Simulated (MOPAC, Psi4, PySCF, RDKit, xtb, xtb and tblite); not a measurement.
Two geometries of SMILES COc1cccc(C=O)c1, relaxed at GFN2-xTB with one dihedral held; other torsions can differ between them too.

Structure A

```
18

C     -2.8120     0.7279     0.3365
O     -2.1778    -0.5153     0.1416
C     -0.8268    -0.5406     0.0206
C     -0.2553    -1.8001    -0.1908
C      1.1106    -1.9380    -0.3331
C      1.9392    -0.8318    -0.2511
C      1.3816     0.4240    -0.0335
C      2.2326     1.6218    -0.0363
O      1.8771     2.7240    -0.3664
C     -0.0008     0.5728     0.0829
H     -2.4851     1.2030     1.2666
H     -2.6304     1.4062    -0.5026
H     -3.8763     0.5077     0.3989
H     -0.9115    -2.6544    -0.2441
H      1.5319    -2.9163    -0.5081
H      3.0083    -0.9354    -0.3600
H      3.2883     1.4217     0.2390
H     -0.3882     1.5692     0.2259
```

Structure B

```
18

C      2.8127     0.7210     0.3788
O      2.1760    -0.5168     0.1632
C      0.8271    -0.5376     0.0155
C      0.2516    -1.7989    -0.1631
C     -1.1129    -1.9306    -0.3140
C     -1.9313    -0.8128    -0.3146
C     -1.3651     0.4455    -0.1524
C     -2.2471     1.6260    -0.0351
O     -2.2851     2.3674     0.9090
C      0.0066     0.5834     0.0431
H      2.4592     1.1992     1.2974
H      2.6656     1.4008    -0.4663
H      3.8727     0.4926     0.4763
H      0.9014    -2.6595    -0.1702
H     -1.5452    -2.9126    -0.4326
H     -2.9993    -0.9124    -0.4350
H     -2.9649     1.7357    -0.8760
H      0.4042     1.5735     0.2008
```

Which is lower in energy at the level B3LYP-D3(BJ)/def2-SVP // GFN2-xTB (Psi4 1.11), and by how much?

A is lower, by 21.90 kJ/mol (dihedral C6–C7–C8–O9: 150° in A, 120° in B).

E(B) − E(A) in kJ/mol at the other levels, on the same two geometries: GFN2-xTB (xtb and tblite) 12.44; MMFF94 // GFN2-xTB (RDKit) 17.64; B3LYP/def2-SVP // GFN2-xTB (Psi4) 21.74; PBE/def2-SVP // GFN2-xTB (Psi4) 22.66; PBE-D3(BJ)/def2-SVP // GFN2-xTB (Psi4) 22.75; UFF // GFN2-xTB (RDKit) 16.52; PM7, restricted, heats of formation // GFN2-xTB (MOPAC) 3.65; AM1, restricted, heats of formation // GFN2-xTB (MOPAC) 6.64; GFN1-xTB // GFN2-xTB (xtb) 12.50; restricted B3LYP/6-31G*, spherical d, density fitting // GFN2-xTB (PySCF) 21.69; restricted MP2 (frozen core)/3-21G // GFN2-xTB (PySCF) 23.82; restricted B3LYP/LANL2DZ, density fitting // GFN2-xTB (PySCF) 22.74; restricted Hartree-Fock/6-31G*, spherical d, density fitting // GFN2-xTB (PySCF) 18.76.
